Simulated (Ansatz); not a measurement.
Geometry optimisation, RKS PBE/6-31G* (Ansatz 0.2.0).

Input file:

```yaml
crystal:
  periodic: [false, false, false]
  atoms:
    - { symbol: B, position_ang: [0.073363, -0.725117, -0.192852] }
    - { symbol: "N", position_ang: [-0.524015, 0.752351, 2.06707] }
    - { symbol: H, position_ang: [-0.68257, 1.106836, 3.021551] }
    - { symbol: H, position_ang: [0.450075, 0.98828, 1.835171] }
    - { symbol: "N", position_ang: [1.309872, -0.046605, -0.359313] }
    - { symbol: H, position_ang: [2.193069, -0.325901, 0.063239] }
    - { symbol: H, position_ang: [1.383865, 0.770385, -0.959297] }
    - { symbol: C, position_ang: [-1.227201, -0.253117, -0.972868] }
    - { symbol: H, position_ang: [-2.03138, -1.011358, -0.975946] }
    - { symbol: H, position_ang: [-1.634421, 0.650222, -0.484803] }
    - { symbol: H, position_ang: [-1.009997, -0.001051, -2.027295] }
    - { symbol: "N", position_ang: [0.007585, -1.944979, 0.693989] }
    - { symbol: H, position_ang: [-0.9068, -2.40021, 0.665974] }
    - { symbol: Si, position_ang: [1.248374, -2.755206, 1.616944] }
    - { symbol: H, position_ang: [1.526347, -4.157127, 1.141383] }
    - { symbol: H, position_ang: [2.518296, -1.963362, 1.499052] }
    - { symbol: H, position_ang: [0.910353, -2.850878, 3.082988] }
    - { symbol: H, position_ang: [-0.528914, -0.287762, 2.137314] }
basis:
  gaussian: { orbitals: "6-31G*" }
hamiltonian:
  xc: pbe
relax:
  f_tol: 0.03
  max_steps: 50
```

Launched with:

```bash
$ ansatz run input.yaml --threads 4 --pin off --max-ram 5120MiB --backend cpu --events-out ev --progress --plain --runs-dir out
```

**Question.** Where does it end, and by what steps?

**Answer.** It converged. The force dipped under the threshold on the way, but the program's further checks kept it going. After 27 steps the energy has fallen by 0.212 eV; H3 moved furthest, 1.74 Å.

| step | energy less start (eV) | largest force component (eV/Å) | accepted |
| --- | --- | --- | --- |
| 0 | 0.0000 | 1.237 | yes |
| 1 | -0.1075 | 0.725 | yes |
| 2 | -0.1084 | 1.157 | yes |
| 3 | -0.1326 | 0.498 | yes |
| 4 | -0.1353 | 0.590 | yes |
| 5 | -0.1505 | 0.477 | yes |
| 6 | -0.1261 | 0.478 | no |
| 7 | -0.1652 | 0.060 | yes |
| 8 | -0.1697 | 0.027 | yes |
| 9 | -0.1715 | 0.275 | yes |
| 10 | -0.1750 | 0.181 | yes |
| 11 | -0.1802 | 0.182 | yes |
| 12 | -0.1826 | 0.369 | yes |
| 13 | -0.1879 | 0.336 | yes |
| 14 | -0.1912 | 0.287 | yes |
| 15 | -0.1984 | 0.076 | yes |
| 16 | -0.1974 | 0.349 | no |
| 17 | -0.1995 | 0.087 | yes |
| 18 | -0.2026 | 0.159 | yes |
| 19 | -0.2043 | 0.084 | yes |
| 20 | -0.2061 | 0.151 | yes |
| 21 | -0.2073 | 0.134 | yes |
| 22 | -0.2083 | 0.094 | yes |
| 23 | -0.2094 | 0.093 | yes |
| 24 | -0.2105 | 0.088 | yes |
| 25 | -0.2111 | 0.067 | yes |
| 26 | -0.2116 | 0.039 | yes |
| 27 | -0.2119 | 0.026 | yes |

```xyz
18
Properties=species:S:1:pos:R:3
B -0.014 -0.818 -0.414
N 0.126 0.945 2.869
H 0.917 0.502 3.353
H 0.337 0.868 1.862
N 1.063 0.113 -0.318
H 1.915 -0.050 0.216
H 1.134 0.901 -0.955
C -1.218 -0.532 -1.419
H -1.490 -1.431 -2.000
H -2.128 -0.229 -0.868
H -0.998 0.271 -2.144
N -0.054 -2.004 0.420
H -0.873 -2.592 0.252
Si 1.001 -2.550 1.704
H 1.377 -3.994 1.511
H 2.255 -1.726 1.682
H 0.396 -2.441 3.078
H -0.669 0.312 3.024
```

Whether the end is a true minimum wasn't checked by a vibrational analysis.

The run took 19 s on 4 threads of AMD EPYC 9R45 96-Core Processor (Zen 5), on a shared host, peak memory 0.2 GiB.
